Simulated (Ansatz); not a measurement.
Consider the ligand exchange at a Ge–F bond: `[OH][Ge]([OH])([F])[Cl]` + H₂S → `[OH][Ge]([OH])([SH])[Cl]` + H–F.

Gas-phase electronic energies from Ansatz, PBE0-D4/def2-TZVP geometries. CCSD(T)/CBS is the MP2 limit (def2-TZVPP, def2-QZVPP) plus CCSD(T) − MP2 in def2-TZVPP, frozen cores. This one scheme is used for every species. DFT in def2-TZVPP. B3LYP here is the variant with VWN-RPA as its local correlation; programs differ in this. For Ge outer-core shells are correlated without core-valence functions, which leaves a few kJ/mol of doubt a bond. Scalar relativity is left out up to krypton. Each species was taken in one conformer, which may not be the lowest.

```csv
level,ΔE (kJ/mol)
ωB97X-V,25.2
PBE,13.4
r2SCAN,20.5
B3LYP,27.0
CCSD(T)/def2-TZVPP,20.4
MP2/def2-QZVPP,9.9
HF/CBS(def2),45.5
MP2/CBS(def2),6.2
```

Task: What does CCSD(T)/CBS give? (Estimate.)

Result: Computed: +13.3 kJ/mol. The listed levels differ from it by 11.9, 0.1, 7.2, 13.7, 7.1, -3.4, 32.2, -7.1 kJ/mol.

Largest T1 diagnostic among the species: 0.011.

In def2-TZVPP, CCSD(T) changes the Hartree–Fock value by −22.7 kJ/mol (the triples alone add −4.0 kJ/mol) and MP2 by −29.8 kJ/mol. The D4 term adds −9.2 kJ/mol with B3LYP and −5.1 kJ/mol with PBE0; it sums over pairs of atoms, weighted by their polarisabilities, and B3LYP, whose exchange is more repulsive, gets the larger term.
